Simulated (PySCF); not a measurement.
CH5GaO, SMILES [CH3][GaH][OH].

Coordinates come from a PBE0-D3(BJ)/def2-SVP optimisation. One conformer was computed; it need not be the lowest.

These are PBE0-D3(BJ)/def2-SVP (PySCF 2.14.0) values and carry that method's errors.

Frequencies are harmonic and unscaled.

| mode | ν (cm⁻¹) | IR (km/mol) | Raman (Å⁴/amu) | depolarisation | moving atoms (share of kinetic energy) |
|---|---|---|---|---|---|
| 1 | 47 | 0.0 | 0.2 | 0.75 | H 92 % |
| 2 | 171 | 5.2 | 1.2 | 0.68 | O 35 %, H 24 %, C 22 %, Ga 18 % |
| 3 | 374 | 12.2 | 2.3 | 0.75 | H 96 % |
| 4 | 488 | 155.1 | 2.9 | 0.75 | H 90 %, O 8 % |
| 5 | 586 | 49.3 | 10.3 | 0.10 | C 55 %, H 27 %, Ga 16 % |
| 6 | 592 | 89.3 | 13.6 | 0.58 | H 87 %, C 10 % |
| 7 | 705 | 70.2 | 7.0 | 0.30 | O 75 %, Ga 20 % |
| 8 | 716 | 40.1 | 0.5 | 0.75 | H 80 %, C 17 % |
| 9 | 771 | 57.8 | 4.3 | 0.65 | H 82 %, C 17 % |
| 10 | 802 | 104.3 | 2.7 | 0.72 | H 88 %, O 10 % |
| 11 | 1218 | 11.9 | 4.5 | 0.10 | H 80 %, C 20 % |
| 12 | 1424 | 2.4 | 11.1 | 0.73 | H 96 % |
| 13 | 1429 | 3.8 | 7.8 | 0.75 | H 95 % |
| 14 | 1962 | 208.6 | 172.7 | 0.19 | H 99 % |
| 15 | 3060 | 2.3 | 137.5 | 0.00 | H 97 % |
| 16 | 3160 | 2.8 | 85.8 | 0.75 | H 91 %, C 9 % |
| 17 | 3184 | 1.6 | 82.6 | 0.74 | H 90 %, C 10 % |
| 18 | 3921 | 61.9 | 124.0 | 0.27 | H 94 % |
